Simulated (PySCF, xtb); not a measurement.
CH5FOSi2, SMILES O1[SiH2][Si@@H](F)C1.

Harmonic wavenumbers (cm⁻¹) from xtb with GFN2-xTB at its own minimum, in rising order: 115, 140, 195, 361, 418, 447, 519, 565, 634, 674, 699, 720, 776, 794, 825, 999, 1145, 1232, 1474, 2224, 2250, 2290, 2937, 2960.

Problem. What does B3LYP-D3(BJ)/def2-SVP in PySCF give at its own minimum? (The exact figures need the calculation; the answer reports its results.)

Solution. 73, 172, 226, 391, 429, 488, 614, 670, 699, 748, 771, 828, 851, 907, 978, 1020, 1193, 1252, 1456, 2212, 2215, 2223, 3021, 3076. Paired by order, the mean absolute difference is 61 cm⁻¹ and the zero-point energies are 36.3 and 37.9 kcal/mol.
